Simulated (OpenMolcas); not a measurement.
# Mn4+: ligand-field states by method

Mn4+ with 6 ligands (fluoride) in octahedral coordination (Oh) at 1.89 Å. A charge of +0.333 e stands 2.6 Å behind each ligand. Ligand basis ANO-RCC-VDZP.
```
Mn    0.0000    0.0000    0.0000
F     1.8900    0.0000    0.0000
F     0.0000    1.8900    0.0000
F    -1.8900    0.0000    0.0000
F     0.0000   -1.8900    0.0000
F     0.0000    0.0000    1.8900
F     0.0000    0.0000   -1.8900
```

```json
{
 "Program": "OpenMolcas 26.06",
 "Basis": "ANO-RCC-VTZP [6s5p3d2f1g]",
 "Scalar Hamiltonian": "DKH2, point nucleus",
 "Active space": "3 electrons in 5 orbitals (3d)",
 "State averaging": "2S+1 = 4 even, 10 roots; 2S+1 = 2 even, 40 roots",
 "Spin-orbit coupling": "state interaction with AMFI integrals over the reference wave functions"
}
```

I. CASSCF
II. SS-CASPT2, IPEA 0.25 Eh, imaginary shift 0.1 Eh (closed shells correlated: 3s 3p and the ligand valence shells)
III. SS-CASPT2, IPEA 0.25 Eh, imaginary shift 0.2 Eh (closed shells correlated: 3s 3p and the ligand valence shells)

Spin-free states (labels of O, the rotations of Oh) in cm-1, each column counted from its own energy of the first state listed:

```csv
State,Degeneracy,I,II,III
4A2,1,0,0,0
4T2,3,17536,23200,23210
2E,2,21569,14190,14190
2T1,3,22665,14870,14880
4T1,3,26912,30410,30430
2T2,3,30776,22500,22510
2A1,1,34981,31980,31980
2T2,3,36984,34800,34820
2T1,3,38750,35870,35880
2E,2,41415,37440,37450
4T1,3,42654,48820,48830
2T1,3,44322,40750,40770
2T2,3,52537,50840,50840
2T1,3,54912,59710,59720
2A2,1,56115,48040,48050
2T2,3,58569,55630,55650
2E,2,64855,64030,64050
2T1,3,65834,65350,65380
2E,2,85875,83610,83670
2T2,3,86316,82220,82270
```

From I to II, I's first state of the same spin (4T2) moves from 17536 to 23200 cm-1, by about +5700 cm-1.

From I to II, I's first state of another spin (2E) moves from 21569 to 14190 cm-1, by about -7400 cm-1.

χT at 300 K: I 1.82, II 1.83, III 1.84 cm3 K/mol.

Roots that are degenerate in the reference are averaged as groups; the widest CASPT2 spread within a group is 940 cm-1 (the 3-fold group of multiplicity 2 near 35900 cm-1 above the lowest state of its run, II). Shifts and gaps below about the spread of the groups concerned are not significant. Over all roots computed the reference weight is 0.67 to 0.68 in II, 0.67 to 0.69 in III; a low but even weight reflects the number of correlated electrons. The least metal-like active orbital is 81 % on the metal (Löwdin) and no ligand orbital is active, so the numbers are rough. Ligand-to-metal charge-transfer states are missing. With no ligand orbital active B as a rule stays too high, so bands that hang on it stand too high and its fall with covalency is understated. Without dynamic correlation the repulsion within the d shell is too large (B by tens of per cent), so at a given field states of lower spin stand too high (holds for I). With metal d orbitals alone and no dynamic correlation the field as a rule comes out too small, by tens of per cent, by up to half for chloride and softer ligands (holds for I). With one d shell and no ligand orbital active, 10Dq can be off by a tenth or more (holds for II; III). The distance lies 3 % over the 1.84 Å that this model takes as the normal distance (a Shannon-type radius plus a fixed donor radius); by an R⁻⁵ law this alone changes a d-shell field by about -13 %. No measured value stands beside these numbers; the geometry is a model, was not optimised and need not be the one that this ion takes.
